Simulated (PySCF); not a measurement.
Method: B3LYP-D3(BJ)/def2-TZVP run with PySCF. Isolated molecules, 0 K electronic values unless said otherwise. B3LYP has the VWN-RPA correlation part, as in Gaussian. 

Reference species (SMILES): `CC#CO` (neutral, multiplicity 1).

| Quantity | Value |
|---|---|
| HOMO–LUMO gap | 6.68 eV |
| dipole moment | 1.53 D |
| HOMO | -6.51 eV |

Changed species: `CC1=CO1`.

Give the shifts of the HOMO–LUMO gap, dipole moment and HOMO.

the HOMO–LUMO gap falls by 1.29 eV, to 5.39 eV; the dipole moment goes up by 1.16 D, to 2.69 D; the HOMO rises by 1.03 eV, to -5.48 eV.
